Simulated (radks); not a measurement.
The numbers below are computed, except where a source is named.
Q: Radial electron density D(r) = 4 pi r^2 rho(r) of an atom or ion with 6 electrons. Code: a radial shooting solver on a logarithmic mesh with Libxc functionals. Model: scalar-relativistic Kohn-Sham, LDA (Slater exchange, Perdew-Wang correlation), spin-polarised, spherical densities, finite nucleus; Fermi nuclear charge, rms radius of each element as measured or else 0.836 A^(1/3) + 0.57 fm.

| r (bohr) | D(r) (e/bohr) | spin D(r) |
|---|---|---|
| 0.007978 | 0.1478 | -0.0000326 |
| 0.008852 | 0.1797 | -0.0000393 |
| 0.009822 | 0.2183 | -0.0000473 |
| 0.0109 | 0.2646 | -0.0000566 |
| 0.01209 | 0.3204 | -0.0000675 |
| 0.01342 | 0.3871 | -0.0000799 |
| 0.01489 | 0.4668 | -0.0000939 |
| 0.01652 | 0.5616 | -0.000109 |
| 0.01833 | 0.6740 | -0.000126 |
| 0.02034 | 0.8066 | -0.000142 |
| 0.02257 | 0.9625 | -0.000158 |
| 0.02504 | 1.145 | -0.000169 |
| 0.02779 | 1.356 | -0.000172 |
| 0.03083 | 1.600 | -0.000162 |
| 0.03421 | 1.878 | -0.000128 |
| 0.03796 | 2.195 | -0.0000575 |
| 0.04212 | 2.550 | 0.0000707 |
| 0.04674 | 2.943 | 0.000286 |
| 0.05186 | 3.375 | 0.000631 |
| 0.05755 | 3.839 | 0.00117 |
| 0.06386 | 4.331 | 0.00198 |
| 0.07085 | 4.840 | 0.00319 |
| 0.07862 | 5.354 | 0.00496 |
| 0.08724 | 5.854 | 0.00752 |
| 0.0968 | 6.320 | 0.0112 |
| 0.1074 | 6.730 | 0.0163 |
| 0.1192 | 7.056 | 0.0235 |
| 0.1322 | 7.274 | 0.0334 |
| 0.1467 | 7.361 | 0.0469 |
| 0.1628 | 7.298 | 0.0650 |
| 0.1807 | 7.077 | 0.0891 |
| 0.1989 | 6.735 | 0.118 |
| 0.2207 | 6.228 | 0.158 |
| 0.2448 | 5.608 | 0.209 |
| 0.2717 | 4.918 | 0.272 |
| 0.3015 | 4.211 | 0.350 |
| 0.3345 | 3.545 | 0.444 |
| 0.3712 | 2.975 | 0.553 |
| 0.4118 | 2.545 | 0.677 |
| 0.457 | 2.283 | 0.815 |
| 0.5071 | 2.194 | 0.960 |
| 0.5626 | 2.258 | 1.11 |
| 0.6243 | 2.437 | 1.25 |
| 0.6927 | 2.675 | 1.37 |
| 0.7686 | 2.911 | 1.46 |
| 0.8529 | 3.087 | 1.50 |
| 0.9464 | 3.158 | 1.50 |
| 1.05 | 3.098 | 1.44 |
| 1.165 | 2.904 | 1.33 |
| 1.293 | 2.592 | 1.18 |
| 1.435 | 2.199 | 1.01 |
| 1.592 | 1.767 | 0.814 |
| 1.766 | 1.340 | 0.626 |
| 1.96 | 0.9564 | 0.456 |
| 2.175 | 0.6390 | 0.313 |
| 2.413 | 0.3977 | 0.201 |
| 2.677 | 0.2293 | 0.121 |
| 2.971 | 0.1217 | 0.0670 |
| 3.297 | 0.05904 | 0.0342 |
| 3.658 | 0.02599 | 0.0159 |
| 4.059 | 0.01030 | 0.00669 |
| 4.504 | 0.003640 | 0.00251 |
| 4.997 | 0.001136 | 0.000833 |

What is the nuclear charge?

A: Z = 7. The innermost maximum, from 1s, lies near gamma/Z bohr with gamma = sqrt(1 - (Z/c)^2) = 0.999, here 0.143 bohr (found: 0.148), and its height grows with Z. The density is that of the nitrogen ion N+ in [He] 2s2 2p2; the configuration itself is not fixed sharply by these data. D(r) has 2 maxima, at r = 0.148, 0.954 bohr, and minima at 0.511 bohr, inside which lie 2.17 electrons.
